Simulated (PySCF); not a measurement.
Excitations are Tamm–Dancoff values on a coarser integration grid. The basis has no diffuse functions, so Rydberg states are missing or too high.

Z-matrix (Å, degrees):
```
C
C 1 1.3971
H 2 1.0920 1 118.65
C 1 1.4144 2 116.29 3 -178.18
C 2 1.4204 3 118.05 1 -178.94
C 5 1.4079 2 118.44 3 178.37
H 6 1.0929 5 119.68 2 -179.72
C 6 1.4013 7 119.67 5 -179.70
C 8 1.4432 6 129.32 7 -0.11
C 9 1.3601 8 112.73 6 -179.73
H 10 1.0892 9 127.79 8 179.98
H 9 1.0906 10 123.80 11 0.02
C 1 1.4718 2 123.29 3 1.37
C 13 1.3402 1 126.49 2 18.71
H 14 1.0923 13 120.85 1 -179.24
H 14 1.0935 15 116.90 13 179.43
H 13 1.0962 14 118.13 15 1.21
B 5 1.5364 6 120.62 7 -0.21
H 18 1.2080 5 120.48 6 -179.37
H 18 1.2080 19 119.32 5 179.92
S 4 1.7483 1 126.46 2 -179.84
```
Charge 0, multiplicity 1.

Estimate the brightest of the four lowest singlets (TDA), dipole moment and total energy that TPSSh-D3(BJ)/def2-TZVP // B3LYP-D3(BJ)/def2-SVP (PySCF 2.14.0) returns for this input.


- brightest of the four lowest singlets (TDA): 4.09 eV
- dipole moment: 1.92 D
- total energy: -22034.10 eV
